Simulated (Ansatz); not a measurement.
## Nudged elastic band run: BClH4OS

Input file:

```yaml
crystal:
  periodic: [false, false, false]
  atoms:
    - { symbol: B, position_ang: [-0.05128, -0.382903, 0.14376] }
    - { symbol: O, position_ang: [-0.464431, -0.870996, 1.330099] }
    - { symbol: H, position_ang: [-1.412301, -0.719681, 1.462278] }
    - { symbol: Cl, position_ang: [1.674558, -0.544528, -0.249339] }
    - { symbol: H, position_ang: [-0.776685, 0.104022, -0.665019] }
    - { symbol: S, position_ang: [0.426954, 2.669785, 1.544835] }
    - { symbol: H, position_ang: [1.305866, 2.742375, 0.522582] }
    - { symbol: H, position_ang: [1.202819, 1.809726, 2.236705] }
basis:
  gaussian: { orbitals: "6-31G*" }
hamiltonian:
  xc: b3lyp
  dispersion: d4
neb:
  order_check: false
  images: 7
  f_tol: 0.05
  max_iterations: 60
  final_atoms:
    - { symbol: B, position_ang: [0.1585635, 0.56151157, 0.15018058] }
    - { symbol: O, position_ang: [-0.02468863, -0.0801687, 1.76574059] }
    - { symbol: H, position_ang: [-0.60827714, -0.86206488, 1.76013852] }
    - { symbol: Cl, position_ang: [1.48511819, -0.48203424, -0.53027088] }
    - { symbol: H, position_ang: [-0.92249343, 0.37990462, -0.32607515] }
    - { symbol: S, position_ang: [0.48601922, 2.37821161, 0.46176601] }
    - { symbol: H, position_ang: [1.79793982, 2.28376224, 0.77157172] }
    - { symbol: H, position_ang: [-0.46668152, 0.62867778, 2.27284963] }
  initial_path:
    images:
      - { positions_ang: [[-0.05128, -0.382903, 0.14376], [-0.464431, -0.870996, 1.330099], [-1.412301, -0.719681, 1.462278], [1.674558, -0.544528, -0.249339], [-0.776685, 0.104022, -0.665019], [0.426954, 2.669785, 1.544835], [1.305866, 2.742375, 0.522582], [1.202819, 1.809726, 2.236705]] }
      - { positions_ang: [[-0.01257363, -0.30005748, 0.11196975], [-0.37799146, -0.63823421, 1.43731058], [-1.32487825, -0.59212913, 1.59579114], [1.71063584, -0.43155298, -0.36235917], [-0.79340824, 0.05285187, -0.67428398], [0.43862711, 2.50692285, 1.31583984], [1.32872452, 2.5659217, 0.81212929], [0.93636411, 1.64407738, 2.08950355]] }
      - { positions_ang: [[0.02613274, -0.21721197, 0.0801795], [-0.29155193, -0.40547241, 1.54452216], [-1.23745549, -0.46457726, 1.72930428], [1.74671368, -0.31857796, -0.47537934], [-0.81013148, 0.00168173, -0.68354896], [0.45030023, 2.3440607, 1.08684468], [1.35158304, 2.38946841, 1.10167657], [0.66990921, 1.47842876, 1.9423021]] }
      - { positions_ang: [[0.06483911, -0.13436645, 0.04838925], [-0.20511239, -0.17271062, 1.65173373], [-1.15003274, -0.33702539, 1.86281741], [1.78279152, -0.20560293, -0.58839951], [-0.82685472, -0.0494884, -0.69281393], [0.46197334, 2.18119856, 0.85784953], [1.37444156, 2.21301511, 1.39122386], [0.40345432, 1.31278013, 1.79510066]] }
      - { positions_ang: [[0.10354548, -0.05152093, 0.016599], [-0.11867286, 0.06005117, 1.75894531], [-1.06260999, -0.20947352, 1.99633055], [1.81886937, -0.09262791, -0.70141967], [-0.84357796, -0.10065854, -0.70207891], [0.47364646, 2.01833641, 0.62885437], [1.39730008, 2.03656181, 1.68077115], [0.13699942, 1.14713151, 1.64789921]] }
      - { positions_ang: [[0.11729998, 0.10173719, 0.04999439], [-0.0951768, 0.0249962, 1.76064413], [-0.94902678, -0.37262136, 1.93728254], [1.73543157, -0.1899795, -0.65863248], [-0.86330683, 0.01948225, -0.60807797], [0.47673965, 2.10830521, 0.58708228], [1.49746002, 2.09836192, 1.45347129], [-0.01392081, 1.01751808, 1.80413681]] }
      - { positions_ang: [[0.13105449, 0.25499532, 0.08338979], [-0.07168075, -0.01005877, 1.76234295], [-0.83544357, -0.5357692, 1.87823453], [1.65199378, -0.28733108, -0.61584528], [-0.8830357, 0.13962304, -0.51407703], [0.47983284, 2.19827401, 0.54531019], [1.59761995, 2.16016203, 1.22617143], [-0.16484105, 0.88790464, 1.96037442]] }
      - { positions_ang: [[0.14480899, 0.40825345, 0.11678518], [-0.04818469, -0.04511373, 1.76404177], [-0.72186035, -0.69891704, 1.81918652], [1.56855598, -0.38468266, -0.57305808], [-0.90276456, 0.25976383, -0.42007609], [0.48292603, 2.28824281, 0.5035381], [1.69777989, 2.22196213, 0.99887157], [-0.31576128, 0.75829121, 2.11661202]] }
      - { positions_ang: [[0.1585635, 0.56151157, 0.15018058], [-0.02468863, -0.0801687, 1.76574059], [-0.60827714, -0.86206488, 1.76013852], [1.48511819, -0.48203424, -0.53027088], [-0.92249343, 0.37990462, -0.32607515], [0.48601922, 2.37821161, 0.46176601], [1.79793982, 2.28376224, 0.77157172], [-0.46668152, 0.62867778, 2.27284963]] }
```

Command:

```bash
$ ansatz run input.yaml --threads 1 --pin off --max-ram 2048MiB --backend cpu --events-out ev --progress --plain --runs-dir out
```

Output, in part (warnings, iteration lines, the closing report on the highest movable image, with atoms numbered from 0):

```
NEB end point (image 0): max|allowed force component| = 2.422e-2 eV/Å (the criterion of neb.relax_end_points is 1.000e-2)
NEB end point (image 8): max|allowed force component| = 1.104e-2 eV/Å (the criterion of neb.relax_end_points is 1.000e-2)
NEB iter   1: max|band force component| = 4.360e1 eV/Å  barrier→ = 7.5810 eV  barrier← = 7.0050 eV  Δτ_max = 0.1985 Å  (224 SCF iters)
NEB iter   2: max|band force component| = 9.124e0 eV/Å  barrier→ = 2.2338 eV  barrier← = 1.6578 eV  Δτ_max = 0.2000 Å  (210 SCF iters)
NEB iter   3: max|band force component| = 4.457e0 eV/Å  barrier→ = 1.7869 eV  barrier← = 1.2108 eV  Δτ_max = 0.1987 Å  (198 SCF iters)
NEB iter   4: max|band force component| = 2.767e0 eV/Å  barrier→ = 1.3488 eV  barrier← = 0.7728 eV  Δτ_max = 0.2000 Å  (206 SCF iters)
NEB iter   5: max|band force component| = 1.607e0 eV/Å  barrier→ = 1.4255 eV  barrier← = 0.8494 eV  Δτ_max = 0.1964 Å  (197 SCF iters)
NEB iter   6: max|band force component| = 3.774e0 eV/Å  barrier→ = 1.6310 eV  barrier← = 1.0549 eV  Δτ_max = 0.1019 Å  (194 SCF iters)
NEB iter   7: max|band force component| = 1.691e0 eV/Å  barrier→ = 1.5424 eV  barrier← = 0.9663 eV  Δτ_max = 0.1589 Å  (197 SCF iters)
NEB iter   8: max|band force component| = 1.145e0 eV/Å  barrier→ = 1.4456 eV  barrier← = 0.8695 eV  Δτ_max = 0.0955 Å  (195 SCF iters)
NEB iter   9: max|band force component| = 5.988e-1 eV/Å  barrier→ = 1.3695 eV  barrier← = 0.7935 eV  Δτ_max = 0.2000 Å  (191 SCF iters)
NEB iter  10: max|band force component| = 1.327e0 eV/Å  barrier→ = 1.1999 eV  barrier← = 0.6239 eV  Δτ_max = 0.1007 Å  (191 SCF iters)
NEB iter  11: max|band force component| = 6.373e-1 eV/Å  barrier→ = 1.0638 eV  barrier← = 0.4878 eV  Δτ_max = 0.0933 Å  (187 SCF iters)
NEB iter  12: max|band force component| = 9.783e-1 eV/Å  barrier→ = 0.9302 eV  barrier← = 0.3541 eV  CI = image 5  Δτ_max = 0.2000 Å  (186 SCF iters)
NEB iter  13: max|band force component| = 6.799e-1 eV/Å  barrier→ = 1.2633 eV  barrier← = 0.6872 eV  CI = image 5  Δτ_max = 0.1253 Å  (197 SCF iters)
NEB iter  14: max|band force component| = 7.952e-1 eV/Å  barrier→ = 1.2575 eV  barrier← = 0.6814 eV  CI = image 5  Δτ_max = 0.0633 Å  (196 SCF iters)
NEB iter  15: max|band force component| = 3.889e-1 eV/Å  barrier→ = 1.2219 eV  barrier← = 0.6459 eV  CI = image 5  Δτ_max = 0.0479 Å  (194 SCF iters)
NEB iter  16: max|band force component| = 2.218e-1 eV/Å  barrier→ = 1.2145 eV  barrier← = 0.6385 eV  CI = image 5  Δτ_max = 0.0173 Å  (182 SCF iters)
NEB iter  17: max|band force component| = 1.113e-1 eV/Å  barrier→ = 1.2124 eV  barrier← = 0.6364 eV  CI = image 5  Δτ_max = 0.0139 Å  (169 SCF iters)
NEB iter  18: max|band force component| = 5.393e-2 eV/Å  barrier→ = 1.2120 eV  barrier← = 0.6359 eV  CI = image 5  Δτ_max = 0.0157 Å  (156 SCF iters)
NEB iter  19: max|band force component| = 1.144e-1 eV/Å  barrier→ = 1.2116 eV  barrier← = 0.6356 eV  CI = image 5  Δτ_max = 0.0079 Å  (156 SCF iters)
NEB iter  20: max|band force component| = 1.677e-2 eV/Å  barrier→ = 1.2115 eV  barrier← = 0.6355 eV  CI = image 5  Δτ_max = 0.0000 Å  (337 SCF iters)
Total energy: -26147.70505734 eV, -960.9104373063 hartree
Atom 0 at     0.156771     0.251698     0.199729 Å, force     0.014179    -0.009379    -0.004588 eV/Å
Atom 1 at    -0.092884    -0.189040     1.641954 Å, force    -0.006707    -0.004075    -0.003710 eV/Å
Atom 2 at    -0.979839    -0.576869     1.735932 Å, force     0.003190    -0.006446     0.000365 eV/Å
Atom 3 at     1.695788    -0.424233    -0.473851 Å, force    -0.007028     0.001726     0.003300 eV/Å
Atom 4 at    -0.804070     0.184405    -0.503592 Å, force    -0.004764     0.002645     0.001320 eV/Å
Atom 5 at     0.332503     2.241470     0.792946 Å, force    -0.001664     0.004509    -0.001033 eV/Å
Atom 6 at     1.650205     2.212219     1.088323 Å, force     0.000751    -0.000967     0.001846 eV/Å
Atom 7 at    -0.052973     1.108150     1.844460 Å, force     0.002043     0.011986     0.002501 eV/Å
Dipole moment:    -0.417778     0.126264     0.487173 e Å
```

The forces met the threshold. A vibrational analysis at the climbing image gives one clearly imaginary mode, 1262i cm⁻¹: a first-order saddle point. The orbitals stay closed-shell, which can raise the energy where a bond breaks towards radicals; this wasn't checked here.

Final band (atoms are numbered from 1 in the order of the input):

```tsv
image	path coordinate (Å)	energy (kJ/mol)	S6–H8 (Å)	B1–S6 (Å)	O2–H8 (Å)
0	0.00	0.0	1.35	3.39	3.28
1	0.59	0.2	1.35	3.48	3.02
2	1.18	1.2	1.35	3.46	2.75
3	1.77	7.1	1.35	3.15	2.43
4	2.37	43.9	1.36	2.57	1.93
5	2.96	116.9	1.59	2.08	1.31
6	3.40	69.4	2.09	1.94	1.01
7	3.85	56.2	2.53	1.88	0.98
8	4.29	55.6	2.69	1.87	0.98
```

Run time: 7.7 min on 1 thread of Arm Neoverse V1 (shared host), peak memory 0.17 GiB.
